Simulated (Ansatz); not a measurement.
CH$_{7}$BSSi, SMILES `C[SiH2]BS`. Total charge 0; spin multiplicity 1. All single points use the PBE0-D4/def2-TZVP geometry. It is one conformer, not always the lowest.

```xyz
11

C     0.380    1.555   -0.778
Si    0.243    0.274    0.589
B     0.034   -1.589   -0.130
S    -1.282   -2.671    0.324
H    -0.518    1.559   -1.400
H     0.508    2.556   -0.360
H     1.236    1.341   -1.421
H    -0.914    0.605    1.476
H     1.471    0.323    1.437
H     0.795   -2.077   -0.912
H    -1.954   -1.875    1.177
```

**Question.** What is the dipole moment at r2SCAN/def2-TZVPP? (An estimate is asked.)

**Answer.** Ansatz gave: 0.84 D, with components (-0.40, 0.71, -0.19) D in this frame, pointing from negative to positive charge.

**Question.** And with PBE, B3LYP, ωB97M-V? (Best estimate.)

**Answer.** Ansatz gave: PBE 0.80 D, B3LYP 0.77 D, ωB97M-V 0.77 D.

**Question.** Give the Mulliken charges with r2SCAN, B3LYP, ωB97M-V in def2-TZVPP. (An estimate is asked.)

**Answer.** Computed: 
```
atom  r2SCAN  B3LYP  ωB97M-V
  C1   -0.30  -0.39    -0.45
 Si2    0.24   0.20     0.13
  B3   -0.01   0.02    -0.07
  S4   -0.09  -0.11    -0.09
  H5    0.07   0.10     0.12
  H6    0.08   0.10     0.12
  H7    0.08   0.11     0.12
  H8   -0.10  -0.10    -0.05
  H9   -0.09  -0.09    -0.04
 H10    0.01   0.04     0.09
 H11    0.10   0.11     0.12
```

B3LYP here is the variant with VWN-RPA as its local correlation; programs differ in this.
